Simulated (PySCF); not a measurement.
First SCF of a structure search on singlet [IrO2]+, at a hand-made end-on geometry. PySCF input:

```python
from pyscf import gto, scf, dft
mol = gto.M(atom='''
Ir     0.000000     0.000000     0.000000
O      0.000000     0.000000     1.905500
O      1.252800     0.000000     2.625500''',
    basis={'Ir': 'def2-TZVP', 'O': 'def2-TZVP'},
    ecp={'Ir': 'def2-TZVP'},
    charge=1, spin=0)
mf = dft.RKS(mol, xc='PBE0')
mf.grids.atom_grid = (50, 194)
aux = {'Ir': 'def2-universal-JKFIT', 'O': 'def2-universal-JKFIT'}
mf = mf.density_fit(auxbasis=aux)
mf.conv_tol = 1e-08
mf.diis_space = 10
mf.max_cycle = 60
mf.init_guess = 'minao'
mf.verbose = 4
mf.kernel()
```

Excerpt of the output (cycles and frontier levels):

```
init E= -238.370718781776
  HOMO = -0.579199305204309  LUMO = -0.500250673785131  gap/eV = 2.14830
cycle= 1 E= -252.783006301874  delta_E= -14.4  |g|= 2.29  |ddm|= 7.51
  HOMO = -0.167638273371942  LUMO = -0.143251541815181  gap/eV = 0.66360
cycle= 2 E= -234.787420264446  delta_E=   18  |g|= 6.62  |ddm|=  7.7
  HOMO = -0.445206005503373  LUMO = -0.412488023316751  gap/eV = 0.89030
cycle= 3 E= -252.723468775273  delta_E= -17.9  |g|= 2.46  |ddm|= 7.22
  HOMO = -0.430862917137982  LUMO = -0.39646861606861  gap/eV = 0.93592
cycle= 4 E= -253.170262731295  delta_E= -0.447  |g|= 1.88  |ddm|= 0.96
  HOMO = -0.483002972575159  LUMO = -0.407889754390676  gap/eV = 2.04393
cycle= 5 E= -253.736307772279  delta_E= -0.566  |g|= 1.21  |ddm|= 0.73
  HOMO = -0.555843465029929  LUMO = -0.454278426567823  gap/eV = 2.76373
cycle= 6 E= -254.06602648445  delta_E= -0.33  |g|= 0.331  |ddm|= 0.837
  HOMO = -0.54074625540318  LUMO = -0.432096254941128  gap/eV = 2.95652
... 12 lines left out ...
cycle= 13 E= -254.091757409334  delta_E= -1.93e-06  |g|= 0.00053  |ddm|= 0.00499
  HOMO = -0.534129789700735  LUMO = -0.432786651291887  gap/eV = 2.75769
cycle= 14 E= -254.091757774314  delta_E= -3.65e-07  |g|= 0.000244  |ddm|= 0.0024
  HOMO = -0.534155847323879  LUMO = -0.432790410687011  gap/eV = 2.75829
cycle= 15 E= -254.091757847242  delta_E= -7.29e-08  |g|= 0.000108  |ddm|= 0.0014
  HOMO = -0.5341638235166  LUMO = -0.432791520798844  gap/eV = 2.75848
cycle= 16 E= -254.091757853462  delta_E= -6.22e-09  |g|= 3.4e-05  |ddm|= 0.000299
  HOMO = -0.534169998267511  LUMO = -0.432788545603666  gap/eV = 2.75873
Extra cycle  E= -254.091757848381  delta_E= 5.08e-09  |g|= 0.000173  |ddm|= 0.000149
converged SCF energy = -254.091757848381
```

No lower solution of this spin was found from smeared starts or by a stability analysis within the restricted form, which does not test spin polarisation.

At the minimum of this search the closed-shell solution is unstable towards spin polarisation, so a lower open-shell solution exists. Spin–orbit coupling, left out here, can matter for elements this heavy.

The search for the lowest solution, 3 starts and the stability check together, took 6.4 s on 2 threads of a shared Arm Neoverse V2 host, with 102 basis functions; the process peaked at 0.38 GiB.
